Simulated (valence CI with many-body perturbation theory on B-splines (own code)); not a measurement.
# Hg XXXI: calculated level list

Calculated by relativistic CI+MBPT: four valence electrons over a frozen Dirac-Fock core [Kr] 4d10, a basis of 8 s, 8 p, 9 d, 9 f, 6 g, 3 h, 2 i functions for each j, with the one-electron correlation potential Σ1, the two-electron term Σ2, the three-electron term Σ3, Breit, model QED; selected CI, second order for the rest (own B-spline code, finite nucleus).

No measured spectrum was set against this ion. As an estimate, large intervals hold to a few tenths of a per cent, small ones and those within an open d or f shell to about a per cent. Core correlation moves these levels by up to 4400 cm⁻¹, and in measured spectra 5 to 20 % of such shifts remained as error; rates that hang on mixing are uncertain with them. Only levels of the ground parity were solved; by the run's estimate the other parity begins above the list, which can be wrong where configurations are misplaced.

Levels 1 to 45 of 65, with energies above the lowest level, (4f5/2^4) J=4. "Leading %" is the weight of the configuration and term that name the level; weights of strongly mixed levels are sums over their largest components and can fall short. In the jj column 3d3/2^4 stands for four electrons in 3d with j = 3/2. Lifetimes count E1, E2, E3, M1 and M2 decay at the calculated energies, and are blank where another channel may lead or the interval is too uncertain; long ones can be off by a factor of two.

```csv
No.,Configuration,Term,J,E (cm⁻¹),Leading %,Second component,Lifetime,Leading jj
1,4f⁴,⁵I,4,0.0,69,25 % 4f⁴ ³H,,4f5/2^4 (72 %)
2,4f⁴,⁵I,5,28409,86,13 % 4f⁴ ³H,875 μs,4f5/2^3 4f7/2 (85 %)
3,4f⁴,³F,2,39118,28,23 % 4f⁴ ⁵F,34.1 s,4f5/2^4 (90 %)
4,4f⁴,⁵I,6,48246,75,17 % 4f⁴ ³K,2.31 ms,4f5/2^3 4f7/2 (53 %)
5,4f⁴,³G,4,57610,27,18 % 4f⁴ ⁵I,566 μs,4f5/2^3 4f7/2 (69 %)
6,4f⁴,⁵F,1,58515,73,24 % 4f⁴ ³D,4.03 ms,4f5/2^3 4f7/2 (93 %)
7,4f⁴,⁵I,7,60375,46,33 % 4f⁴ ³K,14.3 ms,4f5/2^3 4f7/2 (62 %)
8,4f⁴,⁵F,3,67659,51,27 % 4f⁴ ³G,1.86 ms,4f5/2^3 4f7/2 (90 %)
9,4f⁴,³K,8,68887,34,25 % 4f⁴ ⁵I,81.6 ms,4f5/2^3 4f7/2 (72 %)
10,4f⁴,⁵G,2,70630,50,18 % 4f⁴ ⁵F,2.31 ms,4f5/2^3 4f7/2 (89 %)
11,4f⁴,⁵G,3,74169,52,17 % 4f⁴ ³F,807 μs,4f5/2^3 4f7/2 (95 %)
12,4f⁴,⁵S,2,75332,44,27 % 4f⁴ ³P,3.55 ms,4f5/2^3 4f7/2 (75 %)
13,4f⁴,³K,6,85398,70,20 % 4f⁴ ⁵I,335 μs,4f5/2^2 4f7/2^2 (66 %)
14,4f⁴,³G,5,86662,31,21 % 4f⁴ ⁵F,1.07 ms,4f5/2^3 4f7/2 (64 %)
15,4f⁴,³L,7,92173,50,40 % 4f⁴ ⁵I,519 μs,4f5/2^2 4f7/2^2 (50 %)
16,4f⁴,⁵F,4,94533,62,11 % 4f⁴ ⁵G,719 μs,4f5/2^2 4f7/2^2 (65 %)
17,4f⁴,³M,8,99371,41,41 % 4f⁴ ⁵I,800 μs,4f5/2^2 4f7/2^2 (52 %)
18,4f⁴,⁵D,0,101290,52,44 % 4f⁴ ³P,364 ms,4f5/2^4 (81 %)
19,4f⁴,⁵G,4,108200,58,25 % 4f⁴ ³H,268 μs,4f5/2^2 4f7/2^2 (82 %)
20,4f⁴,⁵F,2,110780,35,23 % 4f⁴ ¹D,340 μs,4f5/2^2 4f7/2^2 (85 %)
21,4f⁴,³G,3,112110,51,24 % 4f⁴ ⁵G,375 μs,4f5/2^2 4f7/2^2 (92 %)
22,4f⁴,⁵F,5,114780,44,24 % 4f⁴ ⁵G,875 μs,4f5/2^2 4f7/2^2 (56 %)
23,4f⁴,³F,2,118240,34,31 % 4f⁴ ¹D,439 μs,4f5/2^2 4f7/2^2 (75 %)
24,4f⁴,³P,1,118290,54,20 % 4f⁴ ³D,436 μs,4f5/2^2 4f7/2^2 (89 %)
25,4f⁴,³I,5,119480,46,22 % 4f⁴ ¹H,435 μs,4f5/2^2 4f7/2^2 (60 %)
26,4f⁴,³F,4,121980,38,20 % 4f⁴ ⁵D,735 μs,4f5/2^2 4f7/2^2 (52 %)
27,4f⁴,⁵D,1,123190,71,28 % 4f⁴ ³P,1.96 ms,4f5/2^3 4f7/2 (84 %)
28,4f⁴,³L,8,124850,66,29 % 4f⁴ ¹L,1.09 ms,4f5/2^2 4f7/2^2 (93 %)
29,4f⁴,³M,9,125390,65,35 % 4f⁴ ³L,748 μs,4f5/2^2 4f7/2^2 (98 %)
30,4f⁴,³D,3,125540,37,27 % 4f⁴ ³F,956 μs,4f5/2^2 4f7/2^2 (78 %)
31,4f⁴,⁵G,6,126240,51,31 % 4f⁴ ³H,1.15 ms,4f5/2^2 4f7/2^2 (52 %)
32,4f⁴,³H,5,127540,46,40 % 4f⁴ ⁵G,575 μs,4f5/2^2 4f7/2^2 (63 %)
33,4f⁴,³P,0,128650,92,8 % 4f⁴ ⁵D,1.57 ms,4f5/2^2 4f7/2^2 (96 %)
34,4f⁴,³F,4,132770,44,21 % 4f⁴ ¹G,652 μs,4f5/2^2 4f7/2^2 (46 %)
35,4f⁴,³F,2,133250,45,24 % 4f⁴ ⁵G,231 μs,4f5/2^2 4f7/2^2 (92 %)
36,4f⁴,³I,6,134810,54,34 % 4f⁴ ³H,1.12 ms,4f5/2^2 4f7/2^2 (80 %)
37,4f⁴,³K,7,137330,48,31 % 4f⁴ ³L,210 μs,4f5/2 4f7/2^3 (73 %)
38,4f⁴,⁵D,2,140040,73,10 % 4f⁴ ³P,1.39 ms,4f5/2^2 4f7/2^2 (56 %)
39,4f⁴,³I,7,142700,52,28 % 4f⁴ ¹K,739 μs,4f5/2^2 4f7/2^2 (80 %)
40,4f⁴,³M,8,143380,33,27 % 4f⁴ ⁵I,280 μs,4f5/2 4f7/2^3 (54 %)
41,4f⁴,³H,6,147510,53,24 % 4f⁴ ¹I,504 μs,4f5/2^2 4f7/2^2 (56 %)
42,4f⁴,³M,10,149470,76,24 % 4f⁴ ¹N,5.95 ms,4f5/2^2 4f7/2^2 (77 %)
43,4f⁴,³G,4,150470,51,16 % 4f⁴ ³H,300 μs,4f5/2 4f7/2^3 (54 %)
44,4f⁴,⁵D,3,150820,37,25 % 4f⁴ ³D,1.02 ms,4f5/2^2 4f7/2^2 (58 %)
45,4f⁴,³H,4,159490,34,34 % 4f⁴ ⁵D,447 μs,4f5/2^2 4f7/2^2 (80 %)
```

Where two levels of one J and parity lie close, their mixing, g and order are uncertain.

The ionisation energy to 4f³ ⁴I°9/2 of the next ion comes out as 1088.8 eV (NIST: 1110 ± 60 eV (theoretical)). All 65 levels together are meant to be complete up to 192140 cm⁻¹.
